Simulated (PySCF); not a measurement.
Bonds (- single, = double, # triple, : aromatic): B1-Si2 1.993 Å, Si2-N3 1.741 Å, Si2-Si4 2.359 Å. B1 carries H5, H6; Si2 carries H7; N3 carries H8, H9; Si4 carries H10, H11, H12. Stereochemistry as in B[Si@@H](N)[SiH3].

Geometry: PBE0-D3(BJ)/def2-SVP; GIAO absolute shieldings from PySCF, gas phase, non-relativistic, averaged over equivalent atoms.

At PBE0/pcSseg-1 (122 basis functions, 11 s wall time on 1 thread of an Intel Xeon Platinum 8488C, shared host):
```json
{"atoms": "B1", "σ (ppm)": "-18.7"}
{"atoms": "Si2", "σ (ppm)": "391.7"}
{"atoms": "Si4", "σ (ppm)": "464.1"}
{"atoms": "N3", "σ (ppm)": "264.8"}
{"atoms": "H5/H6", "σ (ppm)": "20.85"}
{"atoms": "H7", "σ (ppm)": "25.61"}
{"atoms": "H10/H11/H12", "σ (ppm)": "27.83"}
{"atoms": "H8/H9", "σ (ppm)": "31.24"}
```

Predict the values at PBE0/pcSseg-2 on the same geometry.

Results:


```
      atoms  σ at PBE0/pcSseg-2  change
         B1               -23.8    -5.1
        Si2               383.4    -8.3
        Si4               456.4    -7.7
         N3               259.6    -5.2
      H5/H6               20.86   +0.01
         H7               25.42   -0.19
H10/H11/H12               27.80   -0.03
      H8/H9               31.06   -0.18
```

The largest change is at Si2 (silicon bonded to B, N, Si, H). Cost: 270 basis functions, 33 s wall time on 1 thread of an Intel Xeon Platinum 8488C, shared host.
